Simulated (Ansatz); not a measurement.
Two isomers of C2H8SSn: A = `CS[CH2][SnH3]`, B = `C[S][SnH2][CH3]`.

Program: Ansatz. Geometries: PBE0-D4/def2-TZVP. ΔE: electronic, gas phase. CCSD(T)/CBS is the MP2 limit (def2-TZVPP, def2-QZVPP) plus CCSD(T) − MP2 in def2-TZVPP, frozen cores. Functionals use def2-TZVPP. B3LYP here is the variant with VWN-RPA as its local correlation; programs differ in this. Elements past krypton have def2 core potentials. For Sn outer-core shells are correlated without core-valence functions, which leaves a few kJ/mol of doubt a bond. Each species was taken in one conformer, which may not be the lowest.

Problem. Which is lower in electronic energy at CCSD(T)/CBS, and by how much? (An estimate is asked.)

Solution. Computed: B, by 111.1 kJ/mol.

Problem. Give E(B) − E(A) in kJ/mol with B3LYP, r2SCAN-D4, PBE0-D4, PBE-D4, CCSD/def2-TZVPP, CCSD(T)/def2-TZVPP, B3LYP-D4. (Best estimate.)

Solution. The calculation gave: B3LYP -108.5, r2SCAN-D4 -108.9, PBE0-D4 -106.7, PBE-D4 -105.6, CCSD/def2-TZVPP -105.3, CCSD(T)/def2-TZVPP -104.9, B3LYP-D4 -108.8. None reverses the order clearly.

Largest T1 diagnostic: 0.012.
